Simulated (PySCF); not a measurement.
Compound: BH8NSi2.
Atom-mapped SMILES: `[BH2:1][Si@@H:2]([NH2:3])[SiH3:4]` (hydrogens: H5, H6 on B1; H7 on Si2; H8, H9 on N3; H10, H11, H12 on Si4)

Cartesian coordinates in Å at the PBE0-D3(BJ)/def2-SVP level; atoms count from 1:
```xyz
12
BH8NSi2 angstrom
B     -1.3028    1.3614    0.6694
Si    -0.3721   -0.3836    0.4258
N     -1.0375   -1.3756   -0.8410
Si     1.7971    0.2345   -0.2645
H     -2.1460    1.7787   -0.0899
H     -0.9570    2.0791    1.5799
H     -0.1906   -1.0569    1.7643
H     -0.5502   -2.2224   -1.1135
H     -2.0410   -1.5207   -0.8759
H      2.5653    0.8408    0.8672
H      1.7473    1.2209   -1.3887
H      2.5335   -0.9782   -0.7469
```

Method used: core-valence-separated Tamm–Dancoff BHandHLYP/aug-pcX-1 (pcseg-1 on H, def2-SVPD on Si) in PySCF, non-relativistic, gas phase, PBE0-D3(BJ)/def2-SVP geometry. The energies are unshifted.

The lowest roots of each edge with f over 0.003 (five at most, numbered afresh; weaker and dark ones are left out), with transition dipoles (au) in the frame of the coordinates:

```
root  edge  E (eV)       f       μx       μy       μz
   1     N  399.01  0.0046  -0.0042  -0.0210  -0.0031
   2     N  400.04  0.0336   0.0547  -0.0207  -0.0016
   3     N  400.37  0.0299   0.0174   0.0364   0.0376
   4     N  400.85  0.0110   0.0103   0.0218  -0.0232
   5     N  400.98  0.0120   0.0037   0.0167  -0.0305
   6     B  184.81  0.0865   0.0985   0.0537  -0.0807
   7     B  191.69  0.0220  -0.0394  -0.0206  -0.0521
   8     B  191.86  0.0226  -0.0205   0.0661  -0.0007
   9     B  192.15  0.0031   0.0228  -0.0113  -0.0032
  10     B  192.32  0.0078  -0.0296   0.0085   0.0265
```

Molecules are fixed in this frame and the field points along y. What effective strengths 3 f cos²θ do the roots have (θ between field and μ)?

root 1 (N3): 0.013, root 2 (N3): 0.013, root 3 (N3): 0.039, root 4 (N3): 0.014, root 5 (N3): 0.008, root 6 (B1): 0.039, root 7 (B1): 0.006, root 8 (B1): 0.062, root 9 (B1): 0.002, root 10 (B1): 0.001. Root 8 is the strongest. Averaged over all orientations cos²θ is 1/3, which gives f back.

Time: 10 s; peak memory 0.67 GiB. Hardware: one thread of an Intel Xeon Platinum 8488C (shared host).

One conformer stands for the species.
